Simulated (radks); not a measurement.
Values are calculated unless marked as measured or tabulated.
Spherical jellium clusters: N electrons in a uniform positive sphere of charge N and radius rs N^(1/3), rs = 4.62 bohr. Level of theory: non-relativistic Kohn-Sham, LDA (Slater exchange, Perdew-Wang correlation), spin-polarised, spherical densities (a radial shooting solver with Libxc functionals). Levels are named by radial order and angular momentum (1s, 1p, 1d, 2s, ...), and open shells are averaged over m.

N = 11, configuration 1s2 1p6 1d(up 3, down 0). This is the lowest configuration that the search found. Occupied and some empty levels:

| level | occupation | eigenvalue (eV) | <r> (bohr) |
|---|---|---|---|
| 1s up | 1 | -4.1728 | 6.705 |
| 1s down | 1 | -3.9480 | 6.482 |
| 1p up | 3 | -3.3895 | 7.887 |
| 1p down | 3 | -3.1096 | 7.841 |
| 1d up | 3 | -2.3883 | 8.863 |
| 1d down | 0 | -2.0977 | 8.939 |
| 2s up | 0 | -1.8716 | 7.922 |
| 2s down | 0 | -1.7321 | 8.093 |
| 1f up | 0 | -1.2534 | 9.906 |
| 1f down | 0 | -0.98461 | 10.13 |
| 2p up | 0 | -0.83886 | 10.66 |
| 2p down | 0 | -0.70803 | 11.02 |

Energy (eV): total -19.3929, kinetic 15.202, external -379.16, Hartree 187.42, exchange-correlation -35.126, background 192.27.
